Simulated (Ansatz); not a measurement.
Ansatz (a first-principles code) input (BHLYP/def2-TZVPD):

Ansatz 0.2 input:
```yaml
crystal:
  periodic: [false, false, false]
  atoms:
    - {symbol: C, position_ang: [0.96442602, -0.85308465, 1.34063984]}
    - {symbol: Si, position_ang: [0.00728284, -0.00015165, -0.02914365]}
    - {symbol: C, position_ang: [-1.47960736, 0.86381248, 0.72095505]}
    - {symbol: N, position_ang: [-0.33740542, -1.23413569, -1.18147097]}
    - {symbol: N, position_ang: [0.85652936, 1.22332576, -0.89590094]}
    - {symbol: H, position_ang: [0.37598800, -1.64635592, 1.81025323]}
    - {symbol: H, position_ang: [1.88521588, -1.29955238, 0.95914101]}
    - {symbol: H, position_ang: [1.23634210, -0.14071884, 2.12296476]}
    - {symbol: H, position_ang: [-2.08930977, 0.15848054, 1.29034552]}
    - {symbol: H, position_ang: [-1.17930552, 1.66308373, 1.40437265]}
    - {symbol: H, position_ang: [-2.11160741, 1.30426663, -0.05319277]}
    - {symbol: H, position_ang: [-0.81278866, -1.02106950, -2.04392329]}
    - {symbol: H, position_ang: [-0.49228447, -2.18748264, -0.89717483]}
    - {symbol: H, position_ang: [1.68120796, 1.00298605, -1.43121959]}
    - {symbol: H, position_ang: [0.86180266, 2.17978801, -0.58152160]}
basis:
  gaussian:
    orbitals: def2-TZVPD
hamiltonian:
  xc: {name: BHLYP}
output: {forces: true}
```

End of the output:

```
Atom 1 at     0.007283    -0.000152    -0.029144 Å, force     0.032890    -0.000685    -0.131617 eV/Å
Atom 2 at    -1.479607     0.863812     0.720955 Å, force    -0.077248     0.020931     0.022785 eV/Å
Atom 3 at    -0.337405    -1.234136    -1.181471 Å, force    -0.186626    -0.045307    -0.012807 eV/Å
Atom 4 at     0.856529     1.223326    -0.895901 Å, force     0.170823     0.045636     0.076044 eV/Å
Atom 5 at     0.375988    -1.646356     1.810253 Å, force     0.129293     0.175571    -0.107906 eV/Å
Atom 6 at     1.885216    -1.299552     0.959141 Å, force    -0.199454     0.095247     0.089098 eV/Å
Atom 7 at     1.236342    -0.140719     2.122965 Å, force    -0.053395    -0.160277    -0.164487 eV/Å
Atom 8 at    -2.089310     0.158481     1.290346 Å, force     0.124885     0.158789    -0.121596 eV/Å
Atom 9 at    -1.179306     1.663084     1.404373 Å, force    -0.063765    -0.176935    -0.154316 eV/Å
Atom 10 at    -2.111607     1.304267    -0.053193 Å, force     0.133863    -0.093881     0.173376 eV/Å
Atom 11 at    -0.812789    -1.021070    -2.043923 Å, force     0.183079    -0.105273     0.328563 eV/Å
Atom 12 at    -0.492284    -2.187483    -0.897175 Å, force     0.047339     0.367156    -0.126374 eV/Å
Atom 13 at     1.681208     1.002986    -1.431220 Å, force    -0.315856     0.108038     0.202772 eV/Å
Atom 14 at     0.861803     2.179788    -0.581522 Å, force     0.016773    -0.368492    -0.130184 eV/Å
Dipole moment:    -0.001338     0.000028     0.005356 e Å
```
